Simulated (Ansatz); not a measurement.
```yaml
crystal:
  periodic: [false, false, false]
  atoms:
    - {symbol: F, position_ang: [-2.657662, 0.830795, 0.409352]}
    - {symbol: Si, position_ang: [-1.402707, 0.730177, 1.334104]}
    - {symbol: F, position_ang: [-1.561117, -0.483663, 2.288201]}
    - {symbol: F, position_ang: [-1.371499, 2.061804, 2.160519]}
    - {symbol: Ge, position_ang: [0.529912, 0.522503, 0.028857]}
    - {symbol: Cl, position_ang: [0.774212, 2.281123, -1.149722]}
    - {symbol: Cl, position_ang: [2.181005, 0.499032, 1.472844]}
    - {symbol: Si, position_ang: [0.840127, -1.330141, -1.378111]}
    - {symbol: F, position_ang: [-0.322867, -1.290123, -2.529272]}
    - {symbol: F, position_ang: [0.774016, -2.671082, -0.519408]}
    - {symbol: F, position_ang: [2.213242, -1.279485, -2.163705]}
basis:
  gaussian: {orbitals: def2-TZVP, final_grid: {core_spheres: 8, valence_spheres: 7, degree: 23}}
total_charge: 1
magnetization: {spin_polarized: true, initial_magnetization: 1}
hamiltonian: {xc: {name: BLYP}, dispersion: d3bj}
charge: 1
```

```sh
$ ansatz run in.yaml --threads 4 --pin off --events-out ev --progress --plain --max-ram 46080MiB --backend cuda --devices 0, --max-vram 37GiB
```

It prints (some lines left out):

```
Error: YAML parse error: error: line 20 column 1: unknown field `charge`, expected one of crystal, accuracy, basis, kpoints, hamiltonian, magnetization, projection, total_charge, correlation, batch, efield, external_charges, scf, relax, neb, saddle, md, ramp, phonons, dielectric, real_time, elastic, magnetic_configurations, gw, evaluate, workflow, output, checkpoint, execution
18 | magnetization: {spin_polarized: true, initial_magnetization: 1}
19 | hamiltonian: {xc: {name: BLYP}, dispersion: d3bj}
20 | charge: 1
```

(1) What is wrong with this run?

## Answers

(1) The input holds a key that doesn't belong there. The program refused the input.
